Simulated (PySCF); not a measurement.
## CH4F2Si: core ionisation energies

H3SiCHF2, CH₄F₂Si.
Bonds: F1–C2, C2–F3, C2–Si4. Hydrogens: H5 on C2; H6, H7, H8 on Si4.

Method used: PySCF, delta-SCF UKS SCAN, pcX-2 on the ionised atom, pcseg-1 elsewhere, spin-free X2C. Each binding energy is the total energy of the core-ionised species, with the hole localised on one atom, minus that of the ground state; both are solved self-consistently, so orbital relaxation is included.

Question: List the computed XPS lines with their assignment.

Answer: 
```json
{"atom(s)": "F1/F3", "bonded to": "C", "level": "F 1s", "binding energy (eV)": "693.21", "2p1/2 (eV)": "–", "count": "2"}
{"atom(s)": "C2", "bonded to": "2 F, H and Si", "level": "C 1s", "binding energy (eV)": "295.17", "2p1/2 (eV)": "–", "count": "1"}
{"atom(s)": "Si4", "bonded to": "C and 3 H", "level": "Si 2p3/2", "binding energy (eV)": "107.40", "2p1/2 (eV)": "108.02", "count": "1"}
{"atom(s)": "Si4", "bonded to": "C and 3 H", "level": "Si 1s", "binding energy (eV)": "1847.10", "2p1/2 (eV)": "–", "count": "1"}
```

Question: Which effective nuclear charge Zeff reproduces each element's mean 1s value in the hydrogen-like formula E = 13.606 eV × Zeff²?

Answer: C (Z = 6): mean 295.2 eV, Zeff = 4.66, Z − Zeff = 1.34; F (Z = 9): mean 693.2 eV, Zeff = 7.14, Z − Zeff = 1.86; Si (Z = 14): mean 1847.1 eV, Zeff = 11.65, Z − Zeff = 2.35. Means run over the listed sites, weighted by atom count.

Question: Which photon energy gives electrons from Si 1s of Si4 a kinetic energy of 20 eV, and what is their de Broglie wavelength?

Answer: hν = 1847.10 + 20 = 1867.10 eV, recoil neglected; λ = 12.264 Å/√(E/eV) = 2.74 Å.

Atoms equivalent by their bonding share one computed value, that of the first of them. The 2p values aren't plain energy differences: one relaxed spin-free 2p hole is combined with a matrix within the shell (ground-state 2p orbital-energy differences and spin–orbit coupling). 2p3/2, the mean of its two sublevels, lies a third of the splitting below the shell's mean and 2p1/2 two thirds above it; the statistical areas are 2:1. 2p1/2 minus 2p3/2 (ligand field included): Si 0.62 eV. Isolated species at its PBE0-D3(BJ)/def2-SVP geometry, gas phase.
